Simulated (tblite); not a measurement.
Compound: C₆H₁₁OSi (doublet state).
Structure used (GFN2-xTB), in Å, numbered top down from 1:
```xyz
19
C6H11OSi angstrom
C      0.7783   -1.5612   -1.5475
C      0.9074   -0.7441   -0.5056
O      2.1327   -0.2823   -0.1864
Si     2.8333    0.4689    1.0752
C     -0.2005   -0.2441    0.3690
C     -1.6499   -0.7126    0.1600
C     -2.1206    0.7447    0.2694
C     -0.6661    1.2095    0.1200
H      1.6402   -1.8567   -2.1178
H     -0.1703   -1.9557   -1.8525
H      2.1580    1.6988    1.4717
H      4.1893    0.5873    0.5814
H      0.1188   -0.3764    1.4092
H     -1.8236   -1.1268   -0.8287
H     -2.0342   -1.4038    0.9068
H     -2.5358    0.9800    1.2473
H     -2.8128    1.0829   -0.4986
H     -0.3221    1.9581    0.8307
H     -0.4319    1.5426   -0.8897
```

Computed with GFN2-xTB (tblite): harmonic, unscaled wavenumbers at the GFN2-xTB geometry, gas phase. This tight-binding method is rough: wavenumbers can miss measured ones by several per cent, in bad cases by 10 to 20. Modes of hydrogen on silicon can be 10 to 20 % off. One conformer, not necessarily the lowest. Open shells enter through the occupations alone, without spin polarisation, and single modes of such species can be off by tens of per cent.

Harmonic wavenumbers (cm⁻¹): 30.5, 74.2, 88.1, 120.4, 132.7, 216.5, 295.7, 395.7, 436.9, 585.9, 598.4, 618.5, 635.8, 685.4, 728.9, 747.1, 807.1, 817.2, 825.7, 886.1, 992.2, 1017.9, 1036.7, 1044.3, 1079.9, 1091.8, 1128.1, 1186.1, 1197.3, 1228.6, 1234.6, 1246.4, 1259.6, 1260.8, 1337.8, 1391.3, 1469.1, 1472.4, 1492.9, 1682.5, 2277.7, 2383.3, 2909.2, 2995.9, 3006.9, 3011.3, 3017.2, 3020.5, 3039.8, 3134.6, 3174.4.

A = 2884, B = 1150, C = 897.1 MHz; mass 127.058 u (most abundant isotopes); point group C1, symmetry number 1; spin multiplicity 2.

**Question.** Zero-point energy?

**Answer.** Half the sum of the wavenumbers: 33274 cm⁻¹ = 398.04 kJ/mol.

**Question.** What is S at 273.15 K and 1 bar for an ideal gas of classical rigid rotors and harmonic oscillators?

**Answer.** Translation 167.46, rotation 120.54, vibration 111.10, spin (R ln 2) 5.76: S = 404.9 J/(mol K).

**Question.** And Cp and H(273.15 K) − H(0)?

**Answer.** Cp = 143.39 J/(mol K), of which vibrations give 110.14 (their classical limit is 51 R = 424.0); H(273.15 K) − H(0) = 24.31 kJ/mol without the zero-point energy, 15.23 from vibrations.

**Question.** How do the functions run with temperature in this model?

**Answer.** 
```tsv
T (K)	S (J/(mol K))	Cp (J/(mol K))	H − H(0) (kJ/mol)	G − H(0) (kJ/mol)	ln q(vib)
150	336.2	93.0	9.90	-40.53	3.56
250	392.6	133.0	21.12	-77.04	6.09
298.15	417.9	154.7	28.04	-96.56	7.27
400	469.7	198.9	46.09	-141.78	9.77
600	563.9	266.3	93.05	-245.32	14.70
900	685.0	329.6	183.26	-433.24	21.80
```

q(vib) and H(0) count from the zero-point level.

**Question.** What must be added to the electronic energy to get the Gibbs energy at 273.15 K and 1 bar?

**Answer.** ZPE + [H(273.15 K) − H(0)] − T·S = 398.04 + 24.31 − 110.59 = 311.76 kJ/mol.

Hindered rotation and anharmonicity are outside this model. Other conformers, if any are populated, would add a mixing term that is left out. The structure is chiral; the term R ln 2 for an equal mix with its mirror image is left out.
